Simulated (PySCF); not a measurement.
## Working out the ionisation energy of Br²⁺

Br²⁺ [Ar] 3d10 4s2 4p3 (4S) → Br³⁺ [Ar] 3d10 4s2 4p2 (3P). Calculation: PySCF 2.14, in def2-QZVPPD; the non-relativistic Hamiltonian (point nucleus). Frozen: [Ar] 3d10. Energies in hartree (1 hartree = 27.21139 eV):

```json
{"part": "UHF", "Br²⁺ (lower)": "-2571.308571", "Br³⁺ (upper)": "-2570.037722"}
{"part": "CCSD correlation", "Br²⁺ (lower)": "-0.099694", "Br³⁺ (upper)": "-0.080490"}
{"part": "(T)", "Br²⁺ (lower)": "-0.002920", "Br³⁺ (upper)": "-0.001710"}
```

Problem. What does Hartree-Fock give?

Solution. (-2570.037722) − (-2571.308571) = 1.270849 hartree = 34.582 eV.

Problem. What do CCSD and CCSD(T) give?

Solution. The CCSD correlation energies differ by 0.019204 hartree = 0.523 eV and the triples by 0.001210 hartree = 0.033 eV, so CCSD gives 35.105 eV and CCSD(T) 35.138 eV.

A first-order spin-orbit estimate adds -0.389 eV to CCSD(T) (valence), giving 34.749 eV against 34.871 ± 0.019 eV (measured; NIST Atomic Spectra Database, ionization energies).

The calculation is non-relativistic.

What remains against the reference includes basis incompleteness, the frozen core and higher excitations.
